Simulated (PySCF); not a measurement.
Si(H)(F)(Cl)(Et) (C2H6ClFSi), SMILES CC[SiH](Cl)F.

Coordinates come from a PBE0-D3(BJ)/def2-SVP optimisation. This is a generated structure with no PubChem entry under its InChIKey; it may be hypothetical. The values are those of a single conformer.

Two levels are set side by side: TDA-PBE/def2-SVPD (PySCF) and TDA-M06-2X/def2-SVPD (PySCF). Vertical, same geometry. The lowest singlet is HOMO→LUMO 99 % with PBE and HOMO→LUMO+1 33 %, HOMO→LUMO+2 33 %, HOMO→LUMO 23 % with the other functional; states are paired by order. Differences are taken from unrounded values.

```json
[
 {"quantity": "lowest singlet excitation (eV)", "TDA-PBE": "7.05"},
 {"quantity": "lowest triplet excitation (TDA) (eV)", "TDA-PBE": "6.82"}
]
```

These are the TDA-PBE values. What does TDA-M06-2X give? (Estimate from the structure and the level; the computed values follow.)


```
quantity                              TDA-M06-2X  TDA-PBE minus TDA-M06-2X
------------------------------------  ----------  ------------------------
lowest singlet excitation (eV)              8.00                     -0.95
lowest triplet excitation (TDA) (eV)        7.71                     -0.89
```

A lower first singlet is the usual sign of a functional without exact exchange. Differences between two approximate levels are no errors against the true value.

Rough cost on one machine, each run with all the roots and properties that it gave: TDA-M06-2X against TDA-PBE about 10 times.
